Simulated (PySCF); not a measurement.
Orbital energies, ionisation energy and electron affinity

Compound: C7H9ClO.
Cartesian coordinates in Å at the PBE0-D3(BJ)/def2-SVP level; atoms count from 1:
```xyz
18
C7H9ClO angstrom
C      2.1483    1.2139    0.1503
C      1.0998    0.4078   -0.0312
C      0.2316   -0.0705    1.0587
C     -0.5693   -1.3208    0.9522
C     -1.3063   -0.0025    0.9155
C     -1.9256    0.4817   -0.3692
C     -1.9430    0.3478    2.2131
O     -1.6067   -0.0395    3.2848
Cl    -3.3167    1.4868    2.0738
H      2.4237    1.5802    1.1440
H      2.7705    1.5329   -0.6894
H      0.8648    0.0590   -1.0433
H      0.5796    0.1751    2.0667
H     -0.5382   -1.8728    0.0086
H     -0.6795   -1.9283    1.8527
H     -1.8825    1.5772   -0.4487
H     -2.9802    0.1776   -0.4312
H     -1.4014    0.0551   -1.2344
```

Level: CAM-B3LYP/def2-SVPD (PySCF). Frontier orbitals with their largest atomic shares (Löwdin; up to four atoms above 4 %):

```
orbital  ε (eV)                           main atoms
 HOMO−3  -10.66            Cl9 70 %, O8 10 %, C7 9 %
 HOMO−2  -10.23   C4 21 %, C5 20 %, Cl9 13 %, C3 8 %
 HOMO−1   -9.91    O8 48 %, Cl9 28 %, C7 7 %, C5 6 %
   HOMO   -8.75                                    ?
   LUMO   -0.14   C7 32 %, O8 23 %, Cl9 10 %, C1 8 %
 LUMO+1    1.07  Cl9 19 %, C1 17 %, C2 16 %, C7 12 %
 LUMO+2    1.16    Cl9 18 %, C7 10 %, C4 9 %, C1 8 %
```

Q: What vertical ionisation energy does ΔSCF give, and how far is −ε(HOMO) from it?

A: ΔSCF: 9.41 eV (908 kJ/mol; threshold wavelength 132 nm); ⟨S²⟩ of the doublet left behind is 0.764, against 0.75 for a pure doublet. −ε(HOMO) is 8.75 eV, 0.66 eV below it. In exact Kohn–Sham theory the two would be equal; CAM-B3LYP (range-separated hybrid) falls short of its own ΔSCF value by 7 %.

Q: On which atoms does the HOMO lie?

A: C1 (terminal =CH2 carbon) 30 %, C2 (alkene CH carbon) 24 %, C3 (allylic carbon) 12 %, C5 (sp3 carbon next to a carbonyl) 10 %, so no atom holds as much as 40 %. The HOMO−1 lies 1.16 eV lower.

Q: And the vertical electron affinity, the fundamental gap, Mulliken's electronegativity and the hardness (with the factor ½)?

A: EA = -0.45 eV by ΔSCF (−ε(LUMO) = 0.14 eV); a negative value means that the added electron isn't bound at this geometry and level, and the number then depends on the basis. IE − EA = 9.86 eV against an orbital gap of 8.61 eV; (IE + EA)/2 = 4.48 eV; (IE − EA)/2 = 4.93 eV. Parr's electrophilicity index (IE + EA)²/[8(IE − EA)] is 1.02 eV.

Q: Shift the occupied levels rigidly so that −ε(HOMO) equals the ΔSCF value. What binding energies result?

A: The shift is +0.66 eV: HOMO 9.41, HOMO−1 10.57, HOMO−2 10.89, HOMO−3 11.32 eV. A rigid shift is only a rough guide to the deeper ionisations.

Q: What kinetic energy would electrons from this vertical process carry with He I light (21.218 eV)?

A: 21.22 − 9.41 = 11.81 eV.

The structure is a single PBE0-D3(BJ)/def2-SVP conformer in the gas phase; no vibrational or solvent corrections.
